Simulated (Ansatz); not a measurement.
Ge3Te3. The state is a singlet with charge 0. Geometry r2SCAN-D4/def2-SVP, basis def2-TZVP, Ansatz.

```xyz
6

Ge    0.562   -1.299    0.539
Ge    1.151    0.032   -1.666
Ge    0.332    1.413    0.434
Te   -1.433   -0.210   -2.279
Te   -1.944   -0.148    0.437
Te    1.332    0.211    2.535
```

| run | HOMO (eV) | LUMO (eV) |
| --- | --- | --- |
| A | -8.15 | -1.71 |
| B | -5.29 | -3.77 |
| C | -5.93 | -3.23 |
| D | -5.56 | -3.57 |
| E | -5.06 | -3.69 |

In the def2 sets Te takes a core potential; there is no spin–orbit coupling. LC-ωPBE has ω = 0.4 bohr⁻¹. HSE06 is defined as in plane-wave codes, on full-range PBE exchange. The structure comes from a short search, and lower isomers may exist.

The runs used HSE06, LC-ωPBE, PBE, PBE0, r2SCAN. Estimate which is which.

A LC-ωPBE (range-separated); B r2SCAN (0 % exact exchange); C PBE0 (25 % exact exchange); D HSE06 (range-separated); E PBE (0 % exact exchange). Exact exchange lowers occupied and raises empty levels; among semilocal functionals meta-GGAs tend to open the gap a little, and such runs are hard to tell apart. The gap grows from 1.37 eV (PBE) to 6.44 eV (LC-ωPBE). The restricted singlet is unstable towards broken spin symmetry in Hartree–Fock (as tested in another run); at LC-ωPBE/def2-TZVP, r2SCAN-D4/def2-TZVP, PBE0-D4/def2-TZVP, HSE06-D4/def2-TZVP and others this wasn't settled.
